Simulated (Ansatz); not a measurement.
Gas-phase electronic energies from Ansatz, PBE0-D4/def2-TZVP geometries. CCSD(T)/CBS is the MP2 limit (def2-TZVPP, def2-QZVPP) plus CCSD(T) − MP2 in def2-TZVPP, frozen cores. This one scheme is used for every species. Functionals use def2-TZVPP. HSE06 is defined as in plane-wave codes. For Ge outer-core shells are correlated without core-valence functions, which leaves a few kJ/mol of doubt a bond. Scalar relativity is left out up to krypton. One conformer a species, not always the lowest.

Reaction (formal exchange of groups at a Ge–O bond): `[OH][GeH2][OH]` + `C[SiH3]` → `C[SiH2][GeH2][OH]` + H₂O

```csv
species,HSE06 energy (Eh)
`[OH][GeH2][OH]`,-2229.53900
`C[SiH3]`,-331.04165
`C[SiH2][GeH2][OH]`,-2484.19539
H₂O,-76.37727
```

Work out ΔE.

ΔE = (-2484.19539) + (-76.37727) − (-2229.53900) − (-331.04165) = 0.00799 Eh = +21.0 kJ/mol. CCSD(T)/CBS gives +26.0 kJ/mol.

Largest T1 diagnostic among the species: 0.012.

Leaving LDA and LC-ωPBE aside and taking each functional with its dispersion term where it has one, the values, not all of them listed here, spread over 22.8 kJ/mol, from PBE-D4 to B2PLYP. From BLYP to BHLYP (50 % exact exchange), in def2-TZVPP and without D4, ΔE moves by +7.0 kJ/mol.
